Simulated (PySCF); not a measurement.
**C₆ coefficients of unlike pairs at UHF**

Calculated with PySCF 2.14 from the dipole response of each species, C₆(A,B) = (3/π) ∫ α_A(iu) α_B(iu) du, in atomic units, from isotropic polarisabilities. For ions this is the dispersion term alone; charge-induced terms of lower order in 1/R come first.

```json
{"species": "Br²⁺", "configuration": "[Ar] 3d10 4s2 4p3 (4S)", "basis": "aug-cc-pwCVTZ-PP with ECP10MDF (8s7p6d4f1g)", "relativity": "core potential", "α (bohr³)": "8.402", "C₆ (like pair)": "40.83"}
{"species": "Sc⁺", "configuration": "[Ar] 3d1 4s1 (3D)", "basis": "aug-cc-pVTZ (8s7p5d3f2g)", "relativity": "none", "α (bohr³)": "78.28", "C₆ (like pair)": "581.4"}
{"species": "Mg", "configuration": "[Ne] 3s2 (1S)", "basis": "dyall-acv3z (20s13p7d4f)", "relativity": "spin-free X2C", "α (bohr³)": "81.16", "C₆ (like pair)": "760.5"}
{"species": "Cl", "configuration": "[Ne] 3s2 3p5 (2P)", "basis": "aug-cc-pV(Q+d)Z (7s6p5d3f2g)", "relativity": "none", "α (bohr³)": "14.22", "C₆ (like pair)": "89.07"}
```

(1) Estimate C₆ for Cl with Sc⁺.

No spin-orbit coupling is included.

The other pairs:

```csv
pair,C₆
"Sc⁺, Br²⁺",116.1
"Mg, Br²⁺",132.9
"Mg, Sc⁺",661.5
"Cl, Mg",212.5
"Cl, Br²⁺",59.77
```

## Answers

(1) The integral gives 184.2. The combination rule 2 C_A C_B / (C_A α_B/α_A + C_B α_A/α_B) gives 173.8 and the geometric mean 227.6.
